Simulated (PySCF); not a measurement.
Be(Br)(OMe) (CH3BeBrO), SMILES [Br][Be][O]C. Atoms are numbered in the order given.

```xyz
7

Be     0.0000     0.0000    -0.5634
Br     0.0000     0.0000     1.4016
O      0.0000     0.0000    -1.9506
C      0.0000     0.0000    -3.3362
H     -0.8940     0.5161    -3.7273
H      0.8940     0.5161    -3.7273
H      0.0000    -1.0323    -3.7273
```

The structure is a stationary point at ωB97X-D3(BJ)/def2-SVP. One conformer was computed; it need not be the lowest.

Method: ωB97X-D3(BJ)/def2-SVP (PySCF).

Frequencies are harmonic and unscaled.

Modes within 1.5 cm⁻¹ of each other (mostly degenerate sets) share a row, with their intensities summed.

Problem. List the normal modes with their intensities. (An estimate is asked for; the answer gives what the named calculation found.)

Solution. 
```csv
mode,ν (cm⁻¹),IR (km/mol),Raman (Å⁴/amu),depolarisation,moving atoms (share of kinetic energy)
1–2,57,7.1,0.1,0.75,"O 47 %, H 21 %, C 20 %, Be 9 %"
3–4,299,117.7,0.0,–,"Be 82 %, O 16 %"
5,352,8.9,4.6,0.19,"Br 32 %, C 29 %, O 26 %"
6,1094,0.6,0.3,0.74,"Be 39 %, C 36 %, O 15 %, H 9 %"
7–8,1198,0.8,2.3,0.75,"H 77 %, C 19 %"
9,1477,247.2,22.9,0.45,"H 72 %, C 21 %"
10–11,1486,6.8,45.4,0.75,H 97 %
12,1611,715.5,4.9,0.05,"Be 44 %, O 42 %, H 12 %"
13,3038,88.1,181.5,0.00,H 98 %
14–15,3129,67.0,199.5,0.75,"H 90 %, C 10 %"
```
